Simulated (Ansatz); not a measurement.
`O[SiH](O)N[SiH2]F` + `CN(C)[Si]F` → `O[Si](O)(F)N[SiH2]F` + `CN(C)[SiH]`  (redistribution)

Computed with Ansatz on PBE0-D4/def2-TZVP structures; ΔE is electronic, products minus reactants. CCSD(T)/CBS adds triple-zeta CCSD(T) − MP2 to the extrapolated MP2 energy (def2 sets, frozen cores). Functionals use def2-TZVPP. B3LYP here is the variant with VWN-RPA as its local correlation; programs differ in this. One conformer a species, not always the lowest.

```csv
level,ΔE (kJ/mol),difference from CCSD(T)/CBS
PBE-D4,18.5,6.4
PBE0-D4,13.3,1.2
B3LYP-D4,15.8,3.7
ωB97X-V,17.0,4.9
B2PLYP,15.3,3.2
PBE,19.2,7.1
r2SCAN,14.3,2.2
B3LYP,16.9,4.8
MP2/def2-TZVPP,13.2,1.1
SCS-MP2/def2-TZVPP,12.2,0.1
CCSD/def2-TZVPP,7.8,-4.3
CCSD(T)/def2-TZVPP,9.0,-3.1
HF/def2-QZVPP,4.6,-7.5
HF/CBS(def2),4.7,-7.4
MP2/CBS(def2),16.3,4.2
CCSD/CBS(def2),10.8,-1.3
CCSD(T)/CBS,12.1,0
```

Largest T1 diagnostic among the species: 0.015.

In def2-TZVPP, CCSD(T) changes the Hartree–Fock value by +4.8 kJ/mol (the triples alone add +1.2 kJ/mol) and MP2 by +9.1 kJ/mol. From PBE to PBE0 (25 % exact exchange), in def2-TZVPP and without D4, ΔE moves by −5.4 kJ/mol.
